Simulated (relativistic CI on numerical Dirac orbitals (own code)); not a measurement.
## Ni³⁺: M2,3 absorption edge

Computed with this model: Dirac-Coulomb-Breit CI, KLI orbitals optimised for each configuration, a model potential for QED, multiplet model of core-to-valence dipole absorption, unscaled Slater integrals; configurations [Ar] 3d7 → [Ne] 3s2 3p5 3d8; 80 K; Lorentzian 0.48 eV and Gaussian 0.3 eV FWHM. Energies are those of the free ion, without screening or charge transfer. The branching ratio is the share of the lower-energy edge in the whole absorption, uncertain by about 0.02 where the edges overlap. S is read from ⟨S²⟩ = S(S + 1).

Field parameters in Wybourne normalisation: Oh B⁴₀ = 21Dq, B⁴₄ = √(5/14) B⁴₀. The field is a parameter set, without covalency.

Peaks in eV (height, largest 100): 63.9 (11), 66.4 (17), 72.1 (100), 76.9 (14), 78.2 (17).

Task: Which surroundings give this spectrum?
A. Oh, 10Dq = 9300 cm⁻¹
B. free ion
C. Oh, 10Dq = 24850 cm⁻¹
D. Oh, 10Dq = 4100 cm⁻¹

Result: C. Oh, 10Dq = 24850 cm⁻¹, where the ground state has S = 1.50.
